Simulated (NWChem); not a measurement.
Molecule: MgH₂; SMILES [MgH2]

```xyz
3

Mg     0.0000     0.0000     0.0000
H      0.0000     0.0000    -1.7125
H      0.0000     0.0000     1.7125
```
Atoms are numbered in this order, from 1.

Program: NWChem. Coordinates come from a B3LYP/6-31G* (spherical d) optimisation. Vzz is the largest principal value of the second derivative of the potential at the nucleus (NWChem prints the opposite sign); η is the asymmetry. Non-relativistic.

For level PBE/def2-TZVP:

```yaml
Vzz Mg1 (a.u.): -1.139
```

Q: What are these values for level B3LYP/def2-SVP?

A: 
| Property | Result |
|---|---|
| Vzz Mg1 (a.u.) | -1.006 |
